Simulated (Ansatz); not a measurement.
`[NH2][AlH][SiH]1[SiH2]S1`, charge 0, multiplicity 1.

(1) Give a relaxed structure at PBE0-D4/def2-TZVP (Ansatz). (Estimate.)

Results:

(1) The calculation gave: 
```xyz
11

N     0.774   -2.171    0.398
Al    0.736   -0.784    1.483
Si   -0.708    0.969    0.626
Si   -0.398    1.673   -1.501
S    -1.905    0.228   -1.052
H     0.200   -2.227   -0.429
H     1.334   -3.001    0.503
H     1.622   -0.754    2.795
H    -1.476    1.904    1.495
H    -0.902    2.983   -1.979
H     0.723    1.181   -2.339
```
This is one stationary point; other conformers may exist.
